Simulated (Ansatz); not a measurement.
HSn+, closed-shell singlet (lowest of 2S+1 = 1, 3 at CCSD(T)/def2-TZVPP on PBE0 minima; our sources give no spin for the ground state, which may be another), most abundant isotopes (119.9022 and 1.0078 u). Constants from fifth-degree fits in 1/R to seven points on the lowest solution found; no spin–orbit coupling, no relativity up to Kr; ω_e x_e and α_e move by some per cent with the fit.

Correlated levels freeze the inner cores; with def2 sets outer-core shells near the valence are correlated too. CBS(a, b) extrapolates the correlation energy as X⁻³ and adds the Hartree–Fock energy of set b.

Codes used: Ansatz (a first-principles code). Values without a source in brackets are computed. In def2 rows elements past Kr take small-core potentials, without spin–orbit coupling.

```
level                                r_e (Å)  ω_e (cm⁻¹)  ω_e x_e (cm⁻¹)  α_e (cm⁻¹)
-----------------------------------  -------  ----------  --------------  ----------
PBE/def2-TZVPP                        1.7798      1752.2            23.9       0.126
CCSD(T)/CBS(def2-TZVPP, def2-QZVPP)   1.7495      1839.9            31.8       0.138
```

Problem. Derive the rotational constants, the centrifugal constant, the fundamental, the zero-point energy and the force constant.

Solution. 
μ = 0.99942 u.
- PBE/def2-TZVPP: B_e = 16.8576/(μ r_e²) = 5.3247 cm⁻¹; B₀ = B_e − α_e/2 = 5.2618 cm⁻¹; D = 4B_e³/ω_e² = 1.97e-04 cm⁻¹; fundamental ω_e − 2ω_e x_e = 1704 cm⁻¹; zero-point energy ω_e/2 − ω_e x_e/4 = 870 cm⁻¹; k = μ(2πcω_e)² = 181 N/m; the line J = 1 ← 0 at 2B₀ = 315.5 GHz
- CCSD(T)/CBS(def2-TZVPP, def2-QZVPP): B_e = 16.8576/(μ r_e²) = 5.5106 cm⁻¹; B₀ = B_e − α_e/2 = 5.4416 cm⁻¹; D = 4B_e³/ω_e² = 1.98e-04 cm⁻¹; fundamental ω_e − 2ω_e x_e = 1776 cm⁻¹; zero-point energy ω_e/2 − ω_e x_e/4 = 912 cm⁻¹; k = μ(2πcω_e)² = 199 N/m; the line J = 1 ← 0 at 2B₀ = 326.3 GHz
